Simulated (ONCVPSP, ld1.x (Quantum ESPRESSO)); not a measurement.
## Potentials for silicon compared

Generated with ld1.x 7.5 (TM, RRKJ, ultrasoft, PAW), atompaw 4.2 or ONCVPSP 4.0.1. The cutoff is in Ry: for ld1.x and atompaw files where the sum of valence levels is converged to 10 mRy in a Bessel basis, for ONCV files where the hardest occupied wave has 1 mHa per electron of residual kinetic energy. The error is the largest all-electron minus pseudo excitation energy over each file’s own four to seven test configurations (ionisations up to +4, promotions, holes and added fractions of an electron), all of which were solved. The labels leave out finer settings (local radius, basis sizes, second energies), which also bear on the numbers. Spin-polarised tests are not counted. The rows are a selection from randomly drawn settings: files with unsolved tests, undetermined cutoffs or missed reference levels are left out.

| potential | cutoff (Ry) | largest error (meV) | bound ghosts |
| --- | --- | --- | --- |
| ONCV, BLYP, scalar-relativistic, rc 1.65/1.50/1.50 (spd), local smoothed, core correction yes, reference 3s2 3p1, qcut 3.2/6/6.4, projectors 1/1/2 | 50 | -32 | none |
| ONCV, PBE, scalar-relativistic, rc 1.80/2.15/1.70 (spd), local smoothed, core correction yes, reference 3s1 3p3, qcut 3.1/3.6/6.6, projectors 2/1/3 | 45 | +56 | none |
| ONCV, PBE, scalar-relativistic, rc 0.90/0.95 (sp), local smoothed, core correction no, reference 2s2 2p6 3s1 3p3, qcut 13/16.2, projectors 2/2 | 192 | +5.3 | none |
| ONCV, PBE, scalar-relativistic, rc 1.15/0.80 (sp), local smoothed, core correction no, reference 2s2 2p6 3s1 3p3, qcut 11/18.3, projectors 2/2 | 252 | +5.7 | none |

Problem. Fill in the row for Si: PAW, LDA (PZ), non-relativistic, rc 1.70/2.10/1.65 (spd), local smoothed, core correction yes, reference 3s2 3p2.

Solution. cutoff 10 Ry, largest error -73 meV, bound ghosts: none.

Problem. Fill in the row for Si: ONCV, BLYP, scalar-relativistic, rc 0.95/1.05/0.95 (spd), local smoothed, core correction yes, reference 2s2 2p6 3s2 3p1.5, qcut 13.2/12.4/9, projectors 2/2/1.

Solution. cutoff 134 Ry, largest error -11 meV, bound ghosts: none.
